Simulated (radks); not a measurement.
Species: the manganese ion Mn2+. Configuration: [Ar] 3d5. All-electron calculation, Dirac Kohn-Sham, PBE, spin-unpolarised, spherical densities, point nucleus; open shells fill j = l - 1/2 first. Program: a radial shooting solver on a logarithmic mesh with Libxc functionals.

Unscreened Slater integrals over Kohn-Sham orbitals (eV). Large and small components are both included.

integral          value
F0(3d5/2,3d5/2)  21.976
F2(3d5/2,3d5/2)  10.031
F4(3d5/2,3d5/2)  6.2143
F0(3d5/2,3d3/2)  22.019
F2(3d5/2,3d3/2)  10.051
G2(3d5/2,3d3/2)  10.044
G4(3d5/2,3d3/2)  6.2227
F0(3d5/2,3p3/2)  24.210
F2(3d5/2,3p3/2)  11.322
G1(3d5/2,3p3/2)  14.070
G3(3d5/2,3p3/2)  8.4733
F0(3d5/2,3p1/2)  24.315
G3(3d5/2,3p1/2)  8.4987
F0(3d3/2,3d3/2)  22.063
F2(3d3/2,3d3/2)  10.071
F0(3d3/2,3p3/2)  24.263
F2(3d3/2,3p3/2)  11.350
G1(3d3/2,3p3/2)  14.100
G3(3d3/2,3p3/2)  8.4927
F0(3d3/2,3p1/2)  24.369
G1(3d3/2,3p1/2)  14.162
F0(3p3/2,3p3/2)  27.121
F2(3p3/2,3p3/2)  13.562
F0(3p3/2,3p1/2)  27.256
G2(3p3/2,3p1/2)  13.619
F0(3p1/2,3p1/2)  27.392
